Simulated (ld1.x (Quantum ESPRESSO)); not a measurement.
Values are calculated unless marked as measured or tabulated.
Potentials for phosphorus (P) compared

Generated with ld1.x 7.5 (TM, RRKJ, ultrasoft, PAW), atompaw 4.2 or ONCVPSP 4.0.1. The cutoff is in Ry: for ld1.x and atompaw files where the sum of valence levels is converged to 10 mRy in a Bessel basis, for ONCV files where the hardest occupied wave has 1 mHa per electron of residual kinetic energy. The error is the largest all-electron minus pseudo excitation energy over each file’s own four to seven test configurations (ionisations up to +4, promotions, holes and added fractions of an electron), all of which were solved. The labels leave out finer settings (local radius, basis sizes, second energies), which also bear on the numbers. Spin-polarised tests are not counted. The rows are a selection from randomly drawn settings: files with unsolved tests, undetermined cutoffs or missed reference levels are left out.

A true bound ghost makes a file unfit for plane-wave use even where its test errors are small: the radial tests pick states by their node count and pass the ghost by.

```tsv
potential	cutoff (Ry)	largest error (meV)	bound ghosts
PAW, PBE, scalar-relativistic, rc 0.95/0.85/0.95 (spd), local d, core correction yes, reference 2s2 2p6 3s1 3p4	200	-48	none
RRKJ, PBEsol, non-relativistic, rc 1.35/1.75 (sp), local s, core correction yes, reference 3s2 3p3	35	+105	none
ultrasoft, PBE, fully relativistic, rc 1.50/1.80/1.65 (spd), local smoothed, core correction no, reference 3s2 3p3	15	+81	none
TM, PBE, non-relativistic, rc 1.65/2.05/2.25 (spd), local d, core correction no, reference 3s2 3p3	18	+253	none
TM, Wu–Cohen, scalar-relativistic, rc 0.92/1.25 (sp), local smoothed, core correction yes, reference 3s1.75 3p3.25	260	+253	s
TM, PBE, fully relativistic, rc 1.15/1.70/1.65 (spd), local smoothed, core correction no, reference 3s2 3p2	55	+91	none
```

**Question.** Fill in the row for P: TM semilocal, LDA (PZ), non-relativistic, rc 1.25/2.00/1.80 (spd), local d, core correction yes, reference 3s1.5 3p3.5.

**Answer.** cutoff 40 Ry, largest error +182 meV, bound ghosts: none.

**Question.** Fill in the row for P: ultrasoft, BLYP, scalar-relativistic, rc 1.45/1.90/1.75 (spd), local smoothed, core correction no, reference 3s2 3p3.

**Answer.** cutoff 18 Ry, largest error +431 meV, bound ghosts: none.

**Question.** Fill in the row for P: TM, PBE, non-relativistic, rc 1.20/1.35/1.25 (spd), local s, core correction yes, reference 3s2 3p3.

**Answer.** cutoff 55 Ry, largest error +70 meV, bound ghosts: none.
